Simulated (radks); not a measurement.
The numbers below are computed, except where a source is named.
Species: Sm40+. Configuration: [Ar] 3d4. Level of theory: scalar-relativistic Kohn-Sham, LDA (Slater exchange, VWN5 correlation), spin-polarised, spherical densities, finite nucleus; open shells are filled with parallel spins first (spin-orbit coupling, left out, can overturn this in heavy ions); Fermi nuclear charge, rms radius 5.0819 fm (a radial shooting solver on a logarithmic mesh with Libxc functionals).

Radial electron density D(r) = 4 pi r^2 rho(r):

```
   r/bohr * D(r) (the largest magnitude, 104, reaches the edge; | marks zero)
0.0009054 | *
 0.001005 | *
 0.001124 | *
 0.001247 |  *
 0.001395 |  *
  0.00156 |   *
 0.001731 |    *
 0.001936 |     *
 0.002165 |      *
 0.002403 |       *
 0.002688 |        *
 0.002982 |         *
 0.003336 |           *
 0.003731 |             *
  0.00414 |               *
  0.00463 |                  *
 0.005179 |                    *
 0.005747 |                       *
 0.006428 |                          *
 0.007132 |                             *
 0.007978 |                                *
 0.008923 |                                   *
 0.009901 |                                     *
  0.01107 |                                       *
  0.01229 |                                         *
  0.01374 |                                          *
  0.01537 |                                           *
  0.01706 |                                          *
  0.01908 |                                          *
  0.02134 |                                        *
  0.02368 |                                       *
  0.02649 |                                      *
  0.02939 |                                     *
  0.03287 |                                      *
  0.03677 |                                       *
   0.0408 |                                         *
  0.04563 |                                             *
  0.05104 |                                                *
  0.05664 |                                                    *
  0.06335 |                                                      *
  0.07029 |                                                      *
  0.07862 |                                                    *
  0.08794 |                                               *
  0.09758 |                                          *
   0.1091 |                                    *
   0.1211 |                               *
   0.1355 |                             *
   0.1515 |                             *
   0.1681 |                              *
    0.188 |                                *
   0.2103 |                                *
   0.2334 |                              *
    0.261 |                         *
   0.2896 |                   *
    0.324 |             *
   0.3624 |       *
   0.4021 |   *
   0.4497 | *
    0.503 |*
   0.5582 *
   0.6243 *
   0.6927 *
   0.7748 *
```

D(r) has 3 maxima, at r = 0.0157, 0.0675, 0.202 bohr, and minima at 0.0306, 0.143 bohr, inside which lie 1.96, 11.03 electrons.
